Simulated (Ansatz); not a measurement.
Ge3Te2, relaxed as a singlet with RKS PBE-D4/def2-SVP in Ansatz, starting from the GFN2-xTB geometry. Force threshold 0.02 eV/Å.

In the def2 sets Te takes a core potential; there is no spin–orbit coupling. The structure comes from a short search, and lower isomers may exist.

Start:

```xyz
5

Ge    0.627   -1.298   -1.150
Ge   -1.025    1.319    0.783
Ge    1.106   -0.060    1.023
Te    0.617    1.347   -1.297
Te   -1.325   -1.308    0.640
```

(1) Estimate the energy that the relaxation releases and the steps that it takes.

(2) Does the start keep its bonding and symmetry?

(3) Predict the relaxed structure.

Results:

(1) 5.5 kcal/mol, in 6 steps; 11 s on 4 threads of Arm Neoverse V2 on a shared host. No frequencies were taken in this run, so the end may be a saddle point.

(2) By distances, no bond broke or formed. The bond that changes most is Ge1–Ge3, from 2.55 to 2.72 Å (atoms count from 1). Point group C2v at the start, C2v at the end, both within 0.05 Å.

(3) 
Cartesian coordinates in Å:
```
Ge 0.658 -1.379 -1.230
Ge -1.095 1.403 0.825
Ge 1.179 -0.064 1.093
Te 0.590 1.335 -1.303
Te -1.332 -1.294 0.615
```
Bond lengths: 6 × Ge–Te 2.72 to 2.84 Å; 2 × Ge–Ge 2.72 Å.
